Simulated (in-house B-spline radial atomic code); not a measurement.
Computed with a B-spline radial atomic code. Model: two electrons, singlet ground state, non-relativistic, full CI in B-splines with partial waves to l = 8 (at full coupling up to 3e-4 hartree above the limit, correlation up to 0.6 % small), density held at that of full coupling by Lieb maximisation.

Along the adiabatic connection the electron repulsion is scaled by a coupling λ while a local potential keeps the density fixed. At λ = 0 the system is the Kohn-Sham one and W equals the exchange energy; the exchange-correlation energy is the area under W between 0 and 1. The kinetic energy rises with λ as the electrons avoid each other, with dT/dλ = −λ dW/dλ.

Command:
```bash
python run_ac.py task.json out
```
Settings (lengths in bohr, energies in hartree):
```
potential              dot
strength               0.0868
lmax                   8
second                 0.7
```

Time taken, with all properties: 55 s on 1 thread of Intel(R) Xeon(R) Processor @ 2.30GHz, with other jobs on the host.

**W = mean repulsion less Hartree energy, and W of three functionals.**

Given: confinement charge in harmonic well; well frequency 0.0868 hartree; nuclear charge 0.7; external potential omega^2 r^2/2 - Z/r.

Computed: LDA exchange minus exact 46.562 millihartree; PBE exchange minus exact 5.8128 millihartree.

```tsv
coupling	W xc (hartree)	W xc minus exchange (millihartree)	kinetic minus Kohn-Sham (millihartree)	LDA (PW92) W minus its exchange (millihartree)	PBE W minus its exchange (millihartree)	SCAN W minus its exchange (millihartree)
0	-0.33157	0	0	0	0	0
0.02	-0.33345	-1.879	0.02	-9.24	-1.87	-1.8
0.05	-0.33617	-4.601	0.11	-17.99	-4.67	-4.36
0.12	-0.34211	-10.539	0.62	-32.42	-10.98	-9.85
0.25	?	?	?	?	?	?
0.4	-0.36124	-29.672	5.44	-65.91	-31.79	-27.29
0.6	-0.37159	-40.023	10.58	-80.98	-43.2	-36.81
0.8	-0.38002	-48.451	16.45	-92.61	-52.63	-44.7
1	-0.387	-55.432	22.71	-102.03	-60.57	-51.36
1.4	-0.39788	-66.307	35.65	-116.61	-73.32	-62.01
2	-0.40926	-77.691	54.77	-132.17	-87.37	-73.59
3	-0.42126	-89.697	84.27	-149.42	-103.35	-86.19
4.5	?	?	?	?	?	?
7	-0.4415	-109.94	177.57	-181.94	-134.18	-107.01
10	-0.44808	-116.51	232.61	-193.77	-145.54	-112.95
```

Question: What belongs in the row 0.25?

Answer: W xc (hartree): -0.3518; W xc minus exchange (millihartree): -20.233; kinetic minus Kohn-Sham (millihartree): 2.39; LDA (PW92) W minus its exchange (millihartree): -50.77; PBE W minus its exchange (millihartree): -21.47; SCAN W minus its exchange (millihartree): -18.69.

Question: What belongs in the row 4.5?

Answer: W xc (hartree): -0.4318; W xc minus exchange (millihartree): -100.24; kinetic minus Kohn-Sham (millihartree): 123.06; LDA (PW92) W minus its exchange (millihartree): -165.7; PBE W minus its exchange (millihartree): -118.69; SCAN W minus its exchange (millihartree): -97.29.

Question: What is the SCAN exchange minus exact?

Answer: -0.72563 millihartree.

**Energy parts, natural occupations and partial-wave weights.**

Computed: total energy -0.0852 hartree; correlation energy -0.032721 hartree; kinetic part of the DFT correlation energy 0.022711 hartree; initial slope twice GL2 -0.095218 hartree; kinetic part over minus potential part 0.4097; Hartree energy 0.66314 hartree; Kohn-Sham kinetic 0.2954 hartree.

```json
{"natural": "s", "occupation of the shell (electrons)": "1.9119"}
{"natural": "p", "occupation of the shell (electrons)": "0.050397"}
{"natural": "s", "occupation of the shell (electrons)": "?"}
{"natural": "d", "occupation of the shell (electrons)": "0.00098756"}
{"natural": "p", "occupation of the shell (electrons)": "0.00056887"}
{"natural": "s", "occupation of the shell (electrons)": "0.00018022"}
```

Question: What belongs in the row s?

Answer: occupation of the shell (electrons): 0.035658.

```csv
wave,weight
s,0.97389
p,0.025501
d,?
f,6.0389e-05
g,1.2811e-05
```

Question: What belongs in the row d?

Answer: weight: 0.0005302.

Question: What is the Lieb Oxford ratio E_xc over LDA exchange?

Answer: 1.2782.

Question: What is the exchange energy?

Answer: -0.33157 hartree.

Half-way to full coupling W has made 63 % of its drop, against 50 % for a straight line, and second-order (GL2) theory, half the initial slope, overshoots the correlation energy by about 46 %: a marked bend. Over couplings 0 to 1 the errors in E_xc come to about +11 millihartree for LDA, +3.2 millihartree for PBE, +1.8 millihartree for SCAN, so SCAN is nearest. In LDA and PBE and SCAN the errors of exchange and correlation have opposite signs, so the sum is smaller than the larger of the two.
